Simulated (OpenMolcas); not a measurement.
Cu4+ in a point-charge field

Cu4+ among 6 point charges of -0.65 e arranged as a tetragonal octahedron (D4h), 1.66 Å from the ion, with the axial distance 1.859 Å.
```
   1.6600    0.0000    0.0000  -0.65
   0.0000    1.6600    0.0000  -0.65
  -1.6600    0.0000    0.0000  -0.65
   0.0000   -1.6600    0.0000  -0.65
   0.0000    0.0000    1.8592  -0.65
   0.0000    0.0000   -1.8592  -0.65
```

* Program: OpenMolcas 26.06
* Method: SS-CASPT2, IPEA 0.25 Eh, imaginary shift 0.1 Eh (closed shells correlated: 3s 3p)
* Basis: ANO-RCC-VTZP [6s5p3d2f1g]
* Scalar Hamiltonian: DKH2, point nucleus
* Active space: 7 electrons in 5 orbitals (3d)
* State averaging: 2S+1 = 4 even, 10 roots; 2S+1 = 2 even, 40 roots
* Spin-orbit coupling: state interaction with AMFI integrals over the reference wave functions

The lowest spin-free states (labels of D4, the rotations of D4h), above the lowest:

| State | Degeneracy | E (cm-1) | Free-ion L (%) |
| --- | --- | --- | --- |
| 4A2 | 1 | 0 | F (100) |
| 4E | 2 | 58 | F (100) |
| 4E | 2 | 1310 | F (100) |
| 4B2 | 1 | 1330 | F (100) |
| 4B1 | 1 | 2570 | F (100) |
| 4E | 2 | 20450 | P (100) |
| 4A2 | 1 | 22000 | P (100) |
| 2A2 | 1 | 22250 | G (99) |
| 2A1 | 1 | 22250 | G (97) |
| 2E | 2 | 22360 | G (99) |
| 2B2 | 1 | 22460 | G (100) |
| 2B1 | 1 | 22620 | G (99) |
| 2E | 2 | 22720 | G (99) |
| 2A1 | 1 | 22750 | G (100) |
| 2A2 | 1 | 28200 | P (54) |
| 2E | 2 | 28240 | P (63) |
| 2A2 | 1 | 28550 | H (66) |
| 2E | 2 | 29410 | H (80) |
| 2A1 | 1 | 30020 | H (97) |
| 2E | 2 | 30270 | H (96) |

The lowest levels with spin-orbit coupling:

```json
{"E (cm-1)": "0", "Degeneracy": "2", "Label": "E1/2", "2S+1": "4", "g": "1.95 6.34 6.34"}
{"E (cm-1)": "230", "Degeneracy": "2", "Label": "E3/2", "2S+1": "4", "g": "3.28 3.39 3.39"}
{"E (cm-1)": "610", "Degeneracy": "2", "Label": "E1/2", "2S+1": "4", "g": "1.94 1.94 9.07"}
{"E (cm-1)": "790", "Degeneracy": "2", "Label": "E3/2", "2S+1": "4", "g": "2.82 2.82 5.68"}
{"E (cm-1)": "1170", "Degeneracy": "2", "Label": "E1/2", "2S+1": "4", "g": "1.91 1.91 5.24"}
{"E (cm-1)": "1950", "Degeneracy": "2", "Label": "E3/2", "2S+1": "4", "g": "1.22 2.22 2.22"}
{"E (cm-1)": "2310", "Degeneracy": "2", "Label": "E1/2", "2S+1": "4", "g": "0.05 4.25 4.25"}
{"E (cm-1)": "2620", "Degeneracy": "2", "Label": "E3/2", "2S+1": "4", "g": "1.41 4.08 4.08"}
{"E (cm-1)": "2700", "Degeneracy": "2", "Label": "E1/2", "2S+1": "4", "g": "0.46 0.46 7.91"}
{"E (cm-1)": "3290", "Degeneracy": "2", "Label": "E1/2", "2S+1": "4", "g": "2.50 2.76 2.76"}
{"E (cm-1)": "3340", "Degeneracy": "2", "Label": "E3/2", "2S+1": "4", "g": "0.07 0.07 0.94"}
{"E (cm-1)": "3750", "Degeneracy": "2", "Label": "E3/2", "2S+1": "4", "g": "2.27 2.92 2.92"}
{"E (cm-1)": "4830", "Degeneracy": "2", "Label": "E1/2", "2S+1": "4", "g": "0.37 0.37 2.32"}
{"E (cm-1)": "4900", "Degeneracy": "2", "Label": "E3/2", "2S+1": "4", "g": "0.20 1.70 1.70"}
{"E (cm-1)": "21330", "Degeneracy": "2", "Label": "E3/2", "2S+1": "4", "g": "0.07 0.07 7.99"}
{"E (cm-1)": "21480", "Degeneracy": "2", "Label": "E3/2", "2S+1": "4", "g": "0.07 0.07 4.03"}
{"E (cm-1)": "21670", "Degeneracy": "2", "Label": "E1/2", "2S+1": "4", "g": "0.20 0.56 0.56"}
{"E (cm-1)": "21970", "Degeneracy": "2", "Label": "E1/2", "2S+1": "4", "g": "1.27 1.27 3.67"}
{"E (cm-1)": "22900", "Degeneracy": "2", "Label": "E1/2", "2S+1": "2", "g": "2.43 2.43 4.98"}
{"E (cm-1)": "23030", "Degeneracy": "2", "Label": "E1/2", "2S+1": "2", "g": "2.12 2.12 7.39"}
```

Powder χT (cm3 K/mol): 2.66 at 2 K, 2.78 at 10 K, 3.38 at 50 K, 4 at 100 K, 4.61 at 200 K, 4.86 at 300 K. The effective moment at 300 K is 2.828 √(χT) = 6.23 μB.

The lowest level has 2S+1 = 4, for which the spin-only value is χT = S(S+1) / 2 = 1.875 cm3 K/mol (g = 2). The computed 4.860 at 300 K differs by +2.985, through orbital momentum, spin-orbit coupling and any other state in reach.

Spin-orbit coupling mixes the spin-free states strongly: the lowest level takes only 49 % from its leading state, 4E, which lies 58 cm-1 above the lowest spin-free state. Point charges give a weaker field than real ligands, and real ions of this kind are often low spin; the high spin found here belongs to the model. The ground term spreads over less than 5000 cm-1, several times less than with real ligands, so orbital moments are less quenched and χT lies further from the spin-only value than at real sites. Free-ion shares, where given, are those of the reference states; single-state CASPT2 does not remix them. This is an electrostatic model: the charges have no orbitals. No measured value stands beside these numbers.
